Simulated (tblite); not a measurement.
Species: C7H10SSi.
SMILES with atom numbers: `[SiH3:1][CH2:2][c:3]1[cH:4][cH:5][c:6]([SH:7])[cH:8][cH:9]1` (hydrogens: H10, H11, H12 on Si1; H13, H14 on C2; H15 on C4; H16 on C5; H17 on S7; H18 on C8; H19 on C9)

A start from a force field or distance geometry was refined with GFN2-xTB geometry optimisation, gas phase in tblite. Values at the start:

```
  coordinate    start
      Si1–C2  1.853 Å
     Si1–H10  1.485 Å
       C2–C3  1.523 Å
      C2–H13  1.101 Å
       C3–C4  1.408 Å
       C4–C5  1.395 Å
      C4–H15  1.089 Å
       C5–C6  1.393 Å
      C5–H16  1.086 Å
       C6–S7  1.784 Å
      S7–H17  1.343 Å
   Si1–C2–C3   116.6°
    C2–C3–C4   119.7°
    C3–C4–C5   119.4°
    C4–C3–C9   119.5°
    C4–C5–C6   120.9°
    C5–C6–S7   120.6°
    C5–C6–C8   119.5°
    S7–C6–C8   119.8°
Si1–C2–C3–C4      89°
```

Task: How do these coordinates change at the GFN2-xTB level?

Result: 
| coordinate | GFN2-xTB (Å or °) | change |
| --- | --- | --- |
| Si1–C2 | 1.912 | +0.059 |
| C2–C3 | 1.490 | -0.033 |
| Si1–H10 | 1.463 | -0.022 |
| C3–C4 | 1.390 | -0.018 |
| C4–C5 | 1.382 | -0.013 |
| C6–S7 | 1.771 | -0.013 |
| C2–H13 | 1.090 | -0.011 |
| S7–H17 | 1.332 | -0.011 |
| C4–H15 | 1.081 | -0.008 |
| C5–C6 | 1.387 | -0.006 |
| C5–H16 | 1.081 | -0.005 |
| Si1–C2–C3 | 110.5 | -6.1 |
| C3–C4–C5 | 121.3 | +1.9 |
| S7–C6–C8 | 118.4 | -1.4 |
| C2–C3–C4 | 121.0 | +1.3 |
| C4–C3–C9 | 118.2 | -1.3 |
| C4–C5–C6 | 119.7 | -1.2 |
| C5–C6–S7 | 121.8 | +1.2 |
| C5–C6–C8 | 119.8 | +0.3 |
| Si1–C2–C3–C4 | 91 | +2 |

The energy falls by 0.183 eV over 78 L-BFGS steps, the largest force on an atom goes from 1.97 to 0.010 eV/Å, and the atoms move by 0.214 Å rms after alignment. The bond that changes most is Si1–C2 (SiH3 silicon to sp3 carbon bound to silicon), which lengthens by 0.059 Å. Bonds longer at the end by more than 0.005 Å: 1 of 19; shorter: 16. Among the dihedrals that turn most is C8–C6–S7–H17, from -143° to 180°. Rotational constants go from 3702, 488.6, 465.1 to 3550, 508.9, 487.1 MHz.

The run took 1.2 s on Arm Neoverse N1, one thread, shared host with 64 logical CPUs at a one-minute load of 60.

Its GFN2-xTB frequencies are all real (lowest 46 cm⁻¹). The numbers are those of one conformer.

The numbers are calculated, not measured.
